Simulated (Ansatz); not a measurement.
Reaction (formal exchange of groups at a B–C bond): `CB1C[SiH2]O1` + SiH₄ → `[SiH3]B1C[SiH2]O1` + CH₄

Calculated with Ansatz (gas phase, PBE0-D4/def2-TZVP geometries, no zero-point term in ΔE). CCSD(T)/CBS adds triple-zeta CCSD(T) − MP2 to the extrapolated MP2 energy (def2 sets, frozen cores). This one scheme is used for every species. DFT in def2-TZVPP.

```tsv
level	ΔE (kJ/mol)
PBE-D4	16.0
HF/def2-TZVPP	34.3
```

**Question.** What does CCSD(T)/CBS give? (Estimate.)

**Answer.** Ansatz gave: +23.8 kJ/mol. The listed levels differ from it by -7.8, 10.5 kJ/mol.

Largest T1 diagnostic among the species: 0.014.

In def2-TZVPP, CCSD(T) changes the Hartree–Fock value by −9.5 kJ/mol (the triples alone add −1.9 kJ/mol) and MP2 by −5.9 kJ/mol. From PBE to PBE0 (25 % exact exchange), in def2-TZVPP and without D4, ΔE moves by +4.3 kJ/mol.

CCSD(T)/CBS has its own doubt, a few kJ/mol and more with outer-core shells, so smaller differences from it don't rank the levels.
